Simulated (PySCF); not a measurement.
PySCF (NMR shieldings with GIAOs, density fitting), isolated neutral molecules in closed-shell states, PBE0-D3(BJ)/def2-TZVP geometries kept fixed through all settings. Starting from PBE0/pcSseg-2, one thing was changed at a time: the functional to wB97X-D, the functional to B97-2, the functional to KT3.

Changes against PBE0/pcSseg-2 in 4 molecules:

| molecule | changed to | mean 13C shielding (ppm) | HOMO energy (eV) | mean 1H shielding (ppm) |
| --- | --- | --- | --- | --- |
| CCS(=O)(=O)O | wB97X-D | -0.2 | -1.92 | +0.12 |
| CCS(=O)(=O)O | B97-2 | -0.8 | +0.30 | +0.10 |
| CCS(=O)(=O)O | KT3 | -3.5 | +1.53 | +0.08 |
| CC(C)(C)C(=O)Cl | wB97X-D | -0.1 | -1.85 | +0.10 |
| CC(C)(C)C(=O)Cl | B97-2 | +0.1 | +0.27 | +0.10 |
| CC(C)(C)C(=O)Cl | KT3 | -0.6 | +1.33 | +0.07 |
| N#CCCl | wB97X-D | -0.1 | -1.91 | +0.21 |
| N#CCCl | B97-2 | +0.3 | +0.26 | +0.10 |
| N#CCCl | KT3 | +2.1 | +1.30 | -0.08 |
| CCCCC(=O)Cl | wB97X-D | +0.3 | -1.86 | +0.14 |
| CCCCC(=O)Cl | B97-2 | -0.2 | +0.27 | +0.11 |
| CCCCC(=O)Cl | KT3 | -1.3 | +1.35 | +0.05 |

For `COS(C)(=O)=O` the PBE0/pcSseg-2 run gave mean 13C shielding 141.1 ppm, HOMO energy -8.57 eV, mean 1H shielding 28.36 ppm. The changed runs lost their labels:

| run | mean 13C shielding (ppm) | HOMO energy (eV) | mean 1H shielding (ppm) |
| --- | --- | --- | --- |
| A | 140.5 | -8.27 | 28.47 |
| B | 140.6 | -10.49 | 28.47 |
| C | 139.0 | -7.04 | 28.44 |

Problem. Which run belongs to which change?

Solution. A: B97-2; B: wB97X-D; C: KT3.

```csv
run,"change of mean 13C shielding (ppm), here / mean of the others","change of HOMO energy (eV), here / mean of the others","change of mean 1H shielding (ppm), here / mean of the others",next best match
A,-0.6 / -0.1,+0.30 / +0.27,+0.11 / +0.10,KT3
B,-0.5 / 0.0,-1.92 / -1.88,+0.11 / +0.14,B97-2
C,-2.1 / -0.8,+1.53 / +1.38,+0.08 / +0.03,B97-2
```

Each run is given to the change whose mean effect on the other molecules lies nearest, every quantity measured in units of its scatter between molecules.

Problem. Would one quantity have been enough? Give each run to the change with the nearest mean effect on that quantity alone.

Solution. HOMO energy: 3 of 3 runs rightly; mean 13C shielding: 1 of 3 runs rightly; mean 1H shielding: 1 of 3 runs rightly.

Only sets that this rule tells apart clearly are shown.
